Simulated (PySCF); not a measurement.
Bonding in `C[C@@H]1CCN([Si@@H](C)P)C1`

Species: C₆H₁₆NPSi.
SMILES with atom numbers: `[CH3:1][C@@H:2]1[CH2:3][CH2:4][N:5]([Si@@H:6]([CH3:7])[PH2:8])[CH2:9]1` (hydrogens: H10, H11, H12 on C1; H13 on C2; H14, H15 on C3; H16, H17 on C4; H18 on Si6; H19, H20, H21 on C7; H22, H23 on P8; H24, H25 on C9)

Geometry (PBE0-D3(BJ)/def2-SVP, Å), atoms numbered from 1 in this order:
```
atom  x, y, z in Å
C1    -3.081    0.193   -0.864
C2    -1.973    0.123    0.168
C3    -1.434    1.471    0.643
C4    -0.114    1.099    1.309
N5     0.348   -0.074    0.570
Si6    2.025   -0.438    0.340
C7     2.253   -2.250   -0.077
P8     2.846    0.766   -1.420
C9    -0.696   -0.564   -0.319
H10   -3.391   -0.811   -1.192
H11   -2.751    0.750   -1.757
H12   -3.970    0.701   -0.461
H13   -2.336   -0.430    1.054
H14   -1.251    2.118   -0.232
H15   -2.122    2.004    1.316
H16    0.612    1.931    1.273
H17   -0.270    0.862    2.380
H18    2.735   -0.078    1.608
H19    3.322   -2.493   -0.186
H20    1.753   -2.499   -1.026
H21    1.832   -2.886    0.717
H22    4.217    0.528   -1.091
H23    2.800    2.007   -0.712
H24   -0.783   -1.664   -0.282
H25   -0.510   -0.291   -1.380
```

Bond orders from the PBE0/pcSseg-1 density (PySCF). One conformer (not necessarily the lowest) at the PBE0-D3(BJ)/def2-SVP geometry, without solvent, vibrations or thermal averaging.

Question: Where do the orders between heavy atoms depart from those drawn in the SMILES?

Answer: The largest departure is 0.080, at C4–N5 (drawn single, 0.920).

Question: Set the Mayer orders of the bonds between heavy atoms beside their lengths.

Answer: 
| bond | drawn as | length (Å) | Mayer order |
| --- | --- | --- | --- |
| C1–C2 | single | 1.516 | 1.051 |
| C2–C3 | single | 1.527 | 1.003 |
| C3–C4 | single | 1.525 | 1.041 |
| C4–N5 | single | 1.461 | 0.920 |
| N5–Si6 | single | 1.732 | 0.941 |
| Si6–C7 | single | 1.873 | 0.961 |
| Si6–P8 | single | 2.285 | 0.975 |
| N5–C9 | single | 1.456 | 0.924 |
| C9–C2 | single | 1.530 | 0.984 |

By pair of heavy elements: C–C: lowest C9–C2 (0.984, 1.530 Å), highest C1–C2 (1.051, 1.516 Å). C–N: all 2 within 0.02 of one another (0.920 to 0.924).

Question: And the bonds to hydrogen?

Answer: C–H: 0.94 to 0.96 (13 bonds); H–Si: 0.91 (1 bond); H–P: 0.92 to 0.93 (2 bonds).

Question: Sum the orders of all bonds at each heavy atom with more than one neighbour and set the sums beside the valence in the SMILES.

Answer: C1 3.935 (drawn 4), C2 3.974 (drawn 4), C3 3.941 (drawn 4), C4 3.856 (drawn 4), N5 2.785 (drawn 3), Si6 3.786 (drawn 4), C7 3.821 (drawn 4), P8 2.825 (drawn 3), C9 3.799 (drawn 4). Orders between atoms that aren't bonded are not in these sums.

The Mayer order sums products of elements of PS (density times overlap matrix) between the two atoms' basis functions, so it depends on the basis set.
